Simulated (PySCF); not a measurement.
State search for SiW⁺

Unrestricted PBE0; basis Si def2-TZVPPD, W def2-TZVPPD with ECP60; scalar-relativistic core potentials; PySCF 2.14. Outer shells of the fragments: Si 3s2 3p2; W+ 5d4 6s1.

Followed along the bond (rough minima from three points):

```tsv
2Ms+1	unpaired	⟨S²⟩ at the start	R at minimum (Å)	Te (eV)
6	σ ↑, π ↑↑, δ ↑↑	8.79	2.43	0.00
6	σ ↑↑, π ↑, δ ↑↑	9.30	2.33	0.55
4	σ ↑, π ↑, δ ↑	4.09	2.35	0.74
4	π ↑, δ ↑↑	4.78	2.30	0.74
4	σ ↑, π ↑, δ ↑	4.14	2.36	0.87
4	π ↑↑, δ ↑	4.71	2.42	1.04
```

Solutions found at the starting distance of 2.500 Å, counted from the lowest of them; the search is not exhaustive and high or unbound solutions are not listed, so other states can lie among these:

| 2Ms+1 | unpaired | term | E (eV) | ⟨S²⟩ | ⟨Lz²⟩ | μ (D) |
| --- | --- | --- | --- | --- | --- | --- |
| 6 | σ ↑, π ↑↑, δ ↑↑ | ⁶Σ⁺ | 0.00 | 8.79 | 0.00 | -1.94 |
| 6 | σ ↑↑, π ↑, δ ↑↑ | mixed | 0.66 | 9.30 | 1.05 | -2.20 |
| 4 | σ ↑, π ↑, δ ↑ | mixed | 0.85 | 4.09 | 4.08 | -1.08 |
| 4 | σ ↑, π ↑, δ ↑ | mixed | 0.95 | 4.14 | 5.02 | -1.09 |
| 4 | π ↑↑, δ ↑ | mixed | 1.05 | 4.71 | 4.42 | -2.08 |
| 4 | π ↑, δ ↑↑ | mixed | 1.09 | 4.78 | 2.03 | -1.80 |

A term symbol is given only where ⟨S²⟩ and ⟨Lz²⟩ are close to those of a pure state; real π, δ and φ orbitals otherwise mix terms. A positive dipole points towards W; it is taken about the centre of mass and depends on that origin.

Problem. Compare the gap between the two lowest followed solutions at the starting distance with the gap between their minima.

Solution. At PBE0 the second solution (Ms = 2.5 of mixed spin, unpaired electrons σ ↑↑, π ↑, δ ↑↑) lies +0.66 eV from the first (sextet, unpaired electrons σ ↑, π ↑↑, δ ↑↑) at 2.500 Å and +0.55 eV at the minima; the two curves relax by different amounts, since their minima lie near 2.33 and 2.43 Å.

Spin–orbit coupling is left out. The state is the lowest single determinant that the PBE0 search found; with open d or f shells the true ground state can be another one.
